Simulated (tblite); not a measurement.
Compound: C7H14F2Si.
Atom-mapped SMILES: `[CH3:1][C@@H:2](/[CH:3]=[CH:4]\[SiH3:5])[CH2:6][C:7]([CH3:8])([F:9])[F:10]` (hydrogens: H11, H12, H13 on C1; H14 on C2; H15 on C3; H16 on C4; H17, H18, H19 on Si5; H20, H21 on C6; H22, H23, H24 on C8)

Computed geometry: GFN2-xTB, gas phase.

Problem. Give the optimised bond lengths and angles.

Solution. 
```
                     bond  length (Å)   order
                    C1–C2       1.529  single
                    C2–C3       1.499  single
                    C3=C4       1.326  double
                   C4–Si5       1.884  single
                    C2–C6       1.539  single
                    C6–C7       1.528  single
                    C7–C8       1.521  single
                    C7–F9       1.368  single
                   C7–F10       1.370  single
   C1–H11, C1–H12, C1–H13       1.087  single
                   C2–H14       1.093  single
                   C3–H15       1.086  single
                   C4–H16       1.084  single
Si5–H17, Si5–H18, Si5–H19       1.466  single
                   C6–H20       1.092  single
                   C6–H21       1.092  single
   C8–H22, C8–H23, C8–H24       1.087  single
```

Bonds in one row agree within 0.01 Å and their mean is given. Orders are formal, as drawn. A selection of angles:
```
      angle  degrees
  C2–C1–H11    110.6
  C2–C1–H12    109.7
 H11–C1–H12    108.5
 H12–C1–H13    108.4
   C1–C2–C3    109.5
   C1–C2–C6    112.2
  C1–C2–H14    109.0
   C3–C2–C6    108.6
  C3–C2–H14    109.0
  C6–C2–H14    108.5
   C2–C3–C4    125.2
  C2–C3–H15    114.1
  C4–C3–H15    120.7
  C3–C4–Si5    126.4
  C3–C4–H16    117.3
 Si5–C4–H16    116.3
 C4–Si5–H17    107.5
 C4–Si5–H18    110.3
 C4–Si5–H19    110.6
H17–Si5–H18    109.2
   C2–C6–C7    114.7
  C2–C6–H20    109.9
  C2–C6–H21    108.6
  C7–C6–H20    107.3
  C7–C6–H21    107.6
 H20–C6–H21    108.5
   C6–C7–C8    113.6
   C6–C7–F9    110.6
  C6–C7–F10    110.4
   C8–C7–F9    109.0
  C8–C7–F10    108.6
  F9–C7–F10    104.3
  C7–C8–H22    109.1
 H22–C8–H23    109.3
```

Dihedral angles: C1–C2–C3–C4 -118° (anticlinal); C2–C3–C4–Si5 -1° (synperiplanar); C1–C2–C6–C7 68° (synclinal); C2–C6–C7–C8 164° (antiperiplanar).

Of the pairs four or more bonds apart, Si5···H14 is among the closest relative to their van der Waals radii: 2.74 Å, 83 % of the sum of Bondi's values. The C–C distances run from 1.326 Å (C3=C4, drawn double) to 1.539 Å (C2–C6, drawn single), a spread of 0.213 Å. Si5 (SiH3 silicon) is tetrahedral (angles from 107.5° to 110.6°).

Point group: C1 (no symmetry element, even within 0.4 Å). Its lowest GFN2-xTB frequency is 15 cm⁻¹, too small to tell a flat minimum from a shallow saddle. One conformer, not necessarily the lowest.

Time: 0.81 s wall. Hardware: Arm Neoverse V1, one thread (shared host). These figures are those of the optimisation.
